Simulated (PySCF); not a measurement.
C₂H₃AlFNO₂, SMILES C(=[N][Al]([F])[O]C)=O.

Geometry: B3LYP-D3(BJ)/def2-SVP. The values are those of a single conformer.

These are PBE/def2-TZVP (PySCF) values and carry that method's errors.

Symmetry labels are those of the subgroup Cs that the program uses (full group Cs).

Computed valence orbital energies around the gap with their symmetry:
| orbital | symmetry | energy (eV) |
|---|---|---|
| HOMO−7 | A' | -11.08 |
| HOMO−6 | A' | -10.73 |
| HOMO−5 | A" | -9.79 |
| HOMO−4 | A' | -9.59 |
| HOMO−3 | A" | -7.72 |
| HOMO−2 | A' | -7.64 |
| HOMO−1 | A' | -7.19 |
| HOMO | A" | -7.14 |
| LUMO | A' | -1.69 |
| LUMO+1 | A" | -1.30 |
| LUMO+2 | A' | -0.27 |
| LUMO+3 | A' | 0.42 |
